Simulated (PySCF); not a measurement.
In(Cl)3 cation (Cl3In), SMILES [Cl][In]([Cl])[Cl] (connectivity only; charge and spin as stated), charge +1, multiplicity 2.

Coordinates come from a PBE0-D3(BJ)/def2-SVP optimisation. The multiplicity is an assumed one; other spin states were not compared. The isomer is the one that the SMILES or the coordinates give; other isomers of the formula were not compared. The def2 effective core potentials stand for the cores of In; spin–orbit coupling is left out.

These are M06-2X/def2-TZVPD run with PySCF values and carry that method's errors.

The molecule is in vacuum.

Computed frontier levels, dipole moment and polarisability:
| Property | Result |
|---|---|
| α spin, highest occupied and lowest empty level | -16.06 and -8.12 eV |
| β spin, highest occupied and lowest empty level | -16.03 and -10.71 eV |
| dipole moment about the centre of nuclear charge | 0.41 D |
| mean static polarisability | 78.6 bohr³ (11.64 Å³) |
| polarisability, principal values | 47.6, 93.5, 94.5 bohr³ |
| ⟨S²⟩ | 0.758 (pure state 0.75) |
